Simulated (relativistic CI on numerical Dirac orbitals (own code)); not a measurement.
From line strength to rate: P 2136.18 Å (air)

Problem. For 3s²3p³ ²D°5/2 – 3s²3p²4s ²P3/2 of P a semi-empirical relativistic CI calculation gives the line strength S = 5.344 e²a₀² in the length gauge. The measured levels are 11376.63 and 58174.37 cm⁻¹ (NIST Handbook). Find gf, f, A and the partial lifetime.

Working.
1. σ = 58174.37 − 11376.63 = 46797.74 cm⁻¹, so the vacuum wavelength is 10⁸/σ = 2136.86 Å.
2. gf = 303.756 S/λ(Å) = 0.7597, log gf = -0.119; with g = 6 for the lower level, f = 0.127.
3. A = 2.02613 × 10¹⁸ S/(g_u λ³) with g_u = 4: A = 2.77 × 10^8 s⁻¹.
4. The partial lifetime for this S is 1/A = 3.6 ns; in the calculation this line carries 63 % of the decay of the upper level.

Check. The Handbook lists A = 2.83 × 10^8 s⁻¹, a tabulated value with its own uncertainty (a few per cent for the best lines, 25 % or more for others); ours lies 2 % below it. The velocity form of the same calculation gives S = 4.53, and the gap between the two forms is a rough gauge of the error in S. With the computed energy (45534 cm⁻¹) in place of the measured one the rate would change by the factor (σ_calc/σ)³ = 0.92.
